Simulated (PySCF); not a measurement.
Cu₂, SMILES [Cu][Cu], multiplicity 1.

Geometry: B3LYP-D3(BJ)/def2-TZVP. The spin state was assumed, not searched.

Vertical ionisation energy (IE) and electron affinity (EA) in eV. Rows of orbital energies are one-electron estimates. Where ΔSCF, EOM or ADC give a negative EA the extra electron is unbound and the value depends on the basis.

```
level                                               IE    EA
------------------------------------------------  ----  ----
−ε(HOMO), −ε(LUMO), PBE/def2-TZVPD (PySCF)        4.85  3.08
−ε(HOMO), −ε(LUMO), CAM-B3LYP/def2-TZVPD (PySCF)  6.84  1.44
```
